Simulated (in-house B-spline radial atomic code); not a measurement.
## OLYP excitations of As3+

Method: OLYP. Computed with a B-spline radial code for spherical atoms: linear response of the closed shell [Ar] 3d10 4s2 with the functional's adiabatic kernel; non-relativistic, point nucleus, no spin-orbit coupling, no double excitations, S, P, D and F terms only; shells from n = 2 respond. Only terms of natural parity with L up to 3 were computed.

Without relativity these are model numbers for so heavy an element.

Command:
```bash
python run_td.py task.json out
```
Settings (radii: box in bohr, nucleus in fm):
```
Z                        33
electrons                30
configuration            [Ar] 3d10 4s2
hamiltonian              nr
method                   optx,lyp
box_radius               23.08
intervals                55
```

Cost of the run: 1.3 s on 1 thread of Arm Neoverse N1 (shared host).

The lowest states, in the order of their Tamm-Dancoff energies; the method's threshold (minus the highest occupied level) is 43.32 eV. Labels give the largest channel, * marks a mixed state, and oscillator strengths are full-response dipole values. Semilocal kernels can invert the small singlet-triplet splittings of Rydberg terms. Energies in eV:

| state | full response | Tamm-Dancoff | oscillator strength |
| --- | --- | --- | --- |
| 4s → 4p 3P | 8.420 | 8.759 | - |
| 4s → 4p 1P | 13.239 | 13.755 | 1.61 |
| 4s → 4d 3D | 23.815 | 23.911 | - |
| 4s → 4d 1D | 25.107 | 25.137 | - |
| 4s → 5s 3S | 25.617 | 25.633 | - |
| 4s → 5s 1S | ? | ? | - |
| 4s → 5p 3P | ? | ? | - |
| 4s → 5p 1P | 29.283 | 29.330 | 0.0222 |
| 4s → 4f 3F | 33.27 | 33.29 | - |
| 4s → 4f 1F | 33.42 | 33.43 | - |
| 4s → 5d 3D | 33.95 | 33.97 | - |
| 4s → 5d 1D | 34.25 | 34.26 | - |
| 4s → 6s 3S | 34.51 | 34.52 | - |
| 4s → 6s 1S | 34.74 | 34.76 | - |
| 4s → 6p 3P | 35.78 | 35.79 | - |
| 4s → 6p 1P | 35.90 | 35.91 | 0.0125 |

**Question.** Where does 4s → 5p 3P lie?

**Answer.** At 28.904 eV in full response, 28.929 eV in Tamm-Dancoff.

**Question.** Where does 4s → 5s 1S lie?

**Answer.** At 26.373 eV in full response, 26.426 eV in Tamm-Dancoff.

**Question.** How large is the singlet-triplet splitting of 4s → 4p (P terms) in Tamm-Dancoff?

**Answer.** 5 eV, from the unrounded values.

**Question.** What polarisabilities and dispersion coefficient does the method give?

**Answer.** Dipole 7.524 bohr³, quadrupole 16.69 bohr⁵, C6 24.18 hartree·bohr⁶ for two such species.
